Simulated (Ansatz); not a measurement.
Coupled-cluster diagnostics for TcO3(NH2) (TcNO₃H₂), Ansatz.

Geometry of the singlet (PBE-D4/def2-SVP):

```csv
atom,x (Å),y (Å),z (Å)
Tc1,0.4377,-0.5997,0.0799
O2,1.0743,-0.9886,-1.4442
O3,1.6988,-0.1954,1.1341
O4,-0.4996,-1.8986,0.6294
N5,-0.7054,0.9244,-0.0275
H6,-0.3473,1.8830,0.0291
H7,-1.6585,0.8750,-0.4008
```

In the def2 sets Tc takes a core potential; there is no spin–orbit coupling. Correlated methods freeze 4 core orbitals; core or outer-core shells of Tc are correlated, in sets that lack core-valence functions.

(1) Estimate the CCSD(T) correlation energy, the shares of MP2 and (T), T1 and the reference's ⟨S²⟩ for: charge 0, singlet, own geometry in def2-TZVPP; and the rough time on 4 threads of Arm Neoverse V2 on a shared host.

## Answers

(1) 
```csv
state,basis,correlation (eV),MP2 share (%),(T) share (%),T1,⟨S²⟩ (pure),wall time,remarks
"charge 0, singlet, own geometry",def2-TZVPP,-45.988,103.3,7.0,0.027,0.00 (0.00),2.5 min,restricted SCF unstable
```
Customary marks for T1 are 0.02 (closed shells), 0.045 (open shells) and about 0.05 (3d metals). T1 exceeds 0.02 in 1 of 1 rows and 0.045 in 0; the higher it lies, the less the single-reference result can be trusted.
